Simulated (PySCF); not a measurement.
# Working with the constants of LaCl

RHF-CCSD(T) constants of LaCl, singlet, about 0.1 electrons in the 4f shell (Mulliken) (basis La x2c-SVPall, Cl x2c-SVPall; spin-free X2C with a Gaussian nucleus; PySCF 2.14; masses 138.9063 and 34.9689 u):

```
ωe              : 360.0 cm⁻¹
ωexe            : 0.902 cm⁻¹
Be              : 0.095121 cm⁻¹
αe              : 0.000331 cm⁻¹
D (centrifugal) : 2.66e-08 cm⁻¹
```

Question: Give the vibrational terms G(v) and spacings up to v = 6.

Answer: G(v) = ωe(v+½) − ωexe(v+½)².

```tsv
v	G(v) (cm⁻¹)	G(v) − G(v−1)	Bv (cm⁻¹)
0	179.8		0.09496
1	538.0	358.2	0.09462
2	894.4	356.4	0.09429
3	1249.0	354.6	0.09396
4	1601.7	352.8	0.09363
5	1952.7	351.0	0.09330
6	2301.9	349.2	0.09297
```

Correlated steps freeze 23 core orbitals. These are scalar-relativistic numbers at best; spin–orbit coupling would shift them, the dissociation energy most.
